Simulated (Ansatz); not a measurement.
FH6NO2Si2, SMILES `O[SiH](O)N[SiH2]F`. Total charge 0; spin multiplicity 1. Geometry: relaxed with PBE0-D4/def2-TZVP. It is one conformer, not always the lowest.

```xyz
12

O     2.375   -0.253    0.414
Si    0.887    0.413    0.504
O     0.671    0.727    2.101
N    -0.245   -0.692   -0.158
Si   -1.451   -0.410   -1.334
F    -2.834    0.052   -0.669
H     2.989   -0.017    1.111
H     0.751    1.651   -0.297
H    -0.156    1.128    2.371
H    -0.220   -1.626    0.233
H    -1.740   -1.669   -2.056
H    -1.026    0.694   -2.219
```

Task: What is the dipole moment at B3LYP/def2-TZVPP? (Best estimate.)

Result: The calculation gave: 1.14 D, with components (0.56, -0.08, 0.99) D in this frame, pointing from negative to positive charge.

Task: And with PBE, r2SCAN, ωB97M-V? (An estimate is asked.)

Result: Computed: PBE 1.25 D, r2SCAN 1.24 D, ωB97M-V 1.17 D.

Task: Give the Mulliken charges with B3LYP, r2SCAN, ωB97M-V in def2-TZVPP. (Estimate.)

Result: The calculation gave: 
| atom | B3LYP | r2SCAN | ωB97M-V |
| --- | --- | --- | --- |
| O1 | -0.40 | -0.42 | -0.38 |
| Si2 | 0.64 | 0.66 | 0.59 |
| O3 | -0.39 | -0.41 | -0.38 |
| N4 | -0.32 | -0.38 | -0.33 |
| Si5 | 0.59 | 0.61 | 0.51 |
| F6 | -0.33 | -0.33 | -0.32 |
| H7 | 0.19 | 0.21 | 0.18 |
| H8 | -0.12 | -0.11 | -0.07 |
| H9 | 0.19 | 0.20 | 0.18 |
| H10 | 0.12 | 0.14 | 0.11 |
| H11 | -0.09 | -0.09 | -0.05 |
| H12 | -0.08 | -0.09 | -0.04 |

B3LYP here is the variant with VWN-RPA as its local correlation; programs differ in this.
